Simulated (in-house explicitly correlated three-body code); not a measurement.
Computed with an exponentially correlated three-body code. Model: two electrons around a point charge, non-relativistic, variational in 260 exponentially correlated functions (energies converged to about 1e-7 hartree, or 1e-8 relative for large Z).

For this charge the correlation energy is taken as exact minus Hartree-Fock, from which it differs by microhartrees, and the kinetic parts follow from it.

For two electrons in a singlet the Kohn-Sham orbital is the square root of half the density, so the exact Kohn-Sham potential and energy parts follow from the density alone, and exchange is minus half the Hartree energy. The Kohn-Sham level equals minus the binding energy of the second electron.

Command:
```bash
python run_hyl.py task.json out
```
Settings (lengths in bohr, energies in hartree):
```
Z                      9.2
interaction_strength   1
functions              260
states_tried           13
```

Time taken, with all properties: 19 s on 1 thread of AMD EPYC 9R45 96-Core Processor (Zen 5), with other jobs on the host.

**Those bound S and P states to n = 4 that converged, binding against the one-electron ion.**

Given: nuclear charge 9.2.

Computed: one-electron threshold -42.32 hartree.

```tsv
term	energy (hartree)	binding (eV)	quantum defect
1 1S	-79.0467328	999.39	0.04323
2 3S	-51.2190388	242.16	0.056309
2 3P	-50.8982357	233.43	0.020298
2 1S	-50.8807189	232.95	0.018273
2 1P	?	?	?
3 3S	-46.1925718	105.38	0.05355
3 3P	-46.1049739	102.99	0.019649
3 1S	-46.1031328	102.94	0.018924
3 1P	?	?	?
4 3S	-44.4777294	58.715	0.052698
4 3P	-44.4418182	57.738	0.019435
4 1S	-44.4415053	57.729	0.019141
4 1P	-44.4151194	57.011	-0.005848
```

(1) What belongs in the row 2 1P?

(2) What belongs in the row 3 1P?

**Converged states only, values per electron or pair.**

| term | mean r (bohr) | mean r squared (bohr²) | mean inverse r (1/bohr) | mean r12 (bohr) | mean inverse r12 (1/bohr) | mean cosine | mean p1 dot p2 (bohr⁻²) | delta r1 (bohr⁻³) | delta r12 (bohr⁻³) |
| --- | --- | --- | --- | --- | --- | --- | --- | --- | --- |
| 1 1S | 0.17 | 0.038747 | 8.8875 | 0.25051 | 5.4375 | -0.014435 | 1.1106 | 230.4 | 24.959 |
| 2 3S | 0.42873 | 0.29861 | 5.656 | 0.7216 | 1.6324 | -0.004852 | 0.084359 | 136.67 | - |
| 2 3P | 0.37926 | 0.23073 | 5.637 | 0.63364 | 1.9248 | -0.072269 | -5.316 | 122.96 | - |
| 2 1S | 0.44083 | 0.31892 | 5.6341 | 0.73775 | 1.9068 | -0.0074713 | 0.097411 | 135.91 | 4.3367 |
| 2 1P | 0.38884 | 0.24433 | 5.6202 | 0.62855 | 2.0855 | 0.051104 | 5.1084 | 124.15 | 1.165 |
| 3 3S | ? | ? | ? | ? | ? | ? | ? | ? | - |
| 3 3P | 0.83319 | 1.3198 | 5.0589 | 1.5172 | 0.87456 | -0.017431 | -1.2392 | 123.69 | - |
| 3 1S | ? | ? | ? | ? | ? | ? | ? | ? | ? |
| 3 1P | 0.84679 | 1.3673 | 5.0544 | 1.539 | 0.92151 | 0.012329 | 1.2792 | 123.96 | 0.37734 |
| 4 3S | 1.5074 | 4.5913 | 4.8598 | 2.858 | 0.4657 | -0.00070454 | 0.010396 | 125.46 | - |
| 4 3P | 1.47 | 4.391 | 4.8577 | 2.7841 | 0.49721 | -0.006874 | -0.48261 | 123.84 | - |
| 4 1S | 1.5308 | 4.7447 | 4.8575 | 2.9042 | 0.49514 | -0.0010318 | 0.013235 | 125.4 | 0.52809 |
| 4 1P | 1.4879 | 4.5053 | 4.8558 | 2.818 | 0.51681 | 0.0048424 | 0.50961 | 123.94 | 0.16328 |

(3) What belongs in the row 3 3S?

(4) What belongs in the row 3 1S?

**Exact Kohn-Sham parts of the ground state from its density.**

Computed: total energy -79.0467328 hartree; Kohn-Sham kinetic 79.002 hartree; exchange energy -5.5274 hartree; kinetic part of the DFT correlation energy 0.044374 hartree; potential part of the DFT correlation energy -0.089983 hartree; exact minus restricted Hartree-Fock -0.045609 hartree; restricted Hartree-Fock level -999.66 eV; dipole polarisability 0.0014783 bohr³; C6 of two such species 5.4187e-05 hartree·bohr⁶.

(5) What is the Kohn-Sham level?

(6) What is the Hartree energy?

**Density and exact potentials over r, pair density (one pair, times 4 pi r12^2) and exact minus Kohn-Sham pair density over r12.**

| radius (bohr) | radial density (electrons/bohr) | exchange potential (hartree) | intracule density (1/bohr) | Coulomb hole against Kohn-Sham (1/bohr) | correlation potential (hartree) |
| --- | --- | --- | --- | --- | --- |
| 0.046 | 5.282 | -8.2059 | 0.6203 | -0.04635 | -0.014 |
| 0.0533 | ? | ? | ? | ? | ? |
| 0.0618 | 7.1577 | -7.8073 | 1.0461 | -0.06576 | -0.001 |
| 0.0716 | 8.0475 | -7.5471 | 1.3341 | -0.07487 | 0.006 |
| 0.083 | 8.8045 | -7.2402 | 1.6757 | -0.08183 | 0.012 |
| 0.0962 | 9.3287 | -6.8867 | 2.0623 | -0.08469 | 0.017 |
| 0.112 | ? | ? | ? | ? | ? |
| 0.129 | 9.3284 | -6.0523 | 2.8742 | -0.07044 | 0.021 |
| 0.15 | 8.6796 | -5.5679 | 3.2259 | -0.0506 | 0.02 |
| 0.174 | 7.6317 | -5.0683 | 3.4464 | -0.02433 | 0.017 |
| 0.201 | 6.3211 | -4.5742 | 3.4803 | 0.003522 | 0.013 |
| 0.233 | 4.8362 | -4.0738 | 3.2884 | 0.02841 | 0.01 |
| 0.27 | 3.3937 | -3.5944 | 2.8683 | 0.04364 | 0.006 |
| 0.313 | 2.1503 | -3.1453 | 2.2737 | 0.04618 | 0.004 |
| 0.363 | 1.2096 | -2.7348 | 1.6085 | 0.03763 | 0.002 |
| 0.42 | 0.60087 | -2.3737 | 1.0046 | 0.02395 | 0.001 |
| 0.487 | 0.25255 | -2.0512 | 0.53381 | 0.01121 | 0.001 |

(7) What belongs in the row 0.0533?

(8) What belongs in the row 0.112?

## Answers

(1) energy (hartree): -50.6633361; binding (eV): 227.03; quantum defect: -0.0073772.

(2) energy (hartree): -46.0400616; binding (eV): 101.23; quantum defect: -0.006241.

(3) mean r (bohr): 0.87658; mean r squared (bohr²): 1.4531; mean inverse r (1/bohr): 5.0642; mean r12 (bohr): 1.6015; mean inverse r12 (1/bohr): 0.79681; mean cosine: -0.0016204; mean p1 dot p2 (bohr⁻²): 0.024805; delta r1 (bohr⁻³): 127.6.

(4) mean r (bohr): 0.89422; mean r squared (bohr²): 1.5185; mean inverse r (1/bohr): 5.0585; mean r12 (bohr): 1.6349; mean inverse r12 (1/bohr): 0.86968; mean cosine: -0.0023925; mean p1 dot p2 (bohr⁻²): 0.030742; delta r1 (bohr⁻³): 127.44; delta r12 (bohr⁻³): 1.2632.

(5) -999.39 eV.

(6) 11.055 hartree.

(7) radial density (electrons/bohr): 6.2109; exchange potential (hartree): -8.0262; intracule density (1/bohr): 0.80903; Coulomb hole against Kohn-Sham (1/bohr): -0.05589; correlation potential (hartree): -0.008.

(8) radial density (electrons/bohr): 9.5264; exchange potential (hartree): -6.4746; intracule density (1/bohr): 2.4875; Coulomb hole against Kohn-Sham (1/bohr): -0.08117; correlation potential (hartree): 0.02.
